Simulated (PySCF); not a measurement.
4-chlorobenzotrifluoride, C7H4ClF3.
Numbering: `[F:1][C:2]([F:3])([F:4])[c:5]1[cH:6][cH:7][c:8]([Cl:9])[cH:10][cH:11]1` (hydrogens: H12 on C6; H13 on C7; H14 on C10; H15 on C11)

Structure used (PBE0-D3(BJ)/def2-SVP), in Å, numbered top down from 1:
```xyz
15
C7H4ClF3 angstrom
F      2.6157    0.2217    1.4187
C      2.2180    0.2119    0.1412
F      2.6386    1.3572   -0.4055
F      2.8621   -0.7886   -0.4640
C      0.7265    0.0643    0.0266
C      0.1575   -1.1793   -0.2451
C     -1.2252   -1.3157   -0.3186
C     -2.0327   -0.1972   -0.1174
Cl    -3.7507   -0.3590   -0.2128
C     -1.4738    1.0523    0.1546
C     -0.0914    1.1781    0.2248
H      0.7995   -2.0466   -0.4081
H     -1.6823   -2.2823   -0.5348
H     -2.1240    1.9154    0.3041
H      0.3555    2.1534    0.4277
```

Linear response at wB97X-D/def2-SVPD (PySCF, frozen core in the response, non-relativistic).

Static isotropic polarisability: 95.98 au (14.22 Å³), principal values 61.5, 95.3, 131.1 au.

(1) What is the polarisability at 1064 nm and at the sodium D line?

(2) What is the isotropic C6 coefficient between two such molecules, C6 = (3/π)∫α(iω)² dω?

(3) Which effective excitation energy ω̄ makes London's formula C6 = (3/4)α²ω̄ exact here?

(4) The lowest 6 singlets have (eV, f): 5.31, 0.000; 5.87, 0.150; 6.76, 0.354; 6.93, 0.685; 6.95, 0.007; 7.17, 0.000. What share of the static polarisability do they carry in the sum over states α = Σ f/ω²?

(5) What n − 1 at the D line would an ideal gas of it have at 273.15 K and 1 atm (2.6868 × 10¹⁹ cm⁻³), by n − 1 = 2π·N·α′?

(6) What three-body coefficient follows from the one-pole estimate C9 = (3/4)·α·C6?

(7) What molar refraction at the D line follows from R = (4π/3)·N_A·α′, with α′ the polarisability volume?

(8) How many electrons N does the Slater–Kirkwood formula C6 = (3/4)·√N·α^(3/2) need to give this C6?

(9) How anisotropic is the static polarisability, by Δα² = ½[(α1 − α2)² + (α2 − α3)² + (α3 − α1)²]?

## Answers

(1) 97.03 au at 1064 nm (+1.1 %), 99.57 au at 589.3 nm (+3.7 %). The rise at 589.3 nm is 3.44 times that at 1064 nm; a pure ω² law gives 3.26. The lowest singlet lies at 234 nm, shorter than both wavelengths.

(2) 3768 au (Eh·bohr⁶) by a ten-point quadrature over imaginary frequencies, which is 2250 eV·Å⁶ or 217 J·nm⁶/mol.

(3) ω̄ = 4·C6/(3α²) = 0.545 Eh = 14.8 eV. A one-pole form α(ω) = α/(1 − ω²/ω̄²) fitted to the 1064 nm value gives 11.2 eV.

(4) 19.63 au, 20.4 % of α; the largest term, 10.57 au, is that of the state at 6.93 eV. Their oscillator strengths add up to 1.20. Higher states carry the rest.

(5) 24.91 × 10⁻⁴, a formal value whether or not that pressure can be reached.

(6) 271000 au. This is an estimate from the two numbers above, not a computed integral.

(7) α′ = 14.75 Å³ gives R = 37.22 cm³/mol, for isolated, non-vibrating species.

(8) N = (4·C6/3)²/α³ = 28.5; the species has 90 electrons in all.

(9) Δα = 60.3 au, or 0.63 of the isotropic value.

wB97X-D is run here without its empirical dispersion term; that term would change no orbital, density or response property at a fixed geometry.
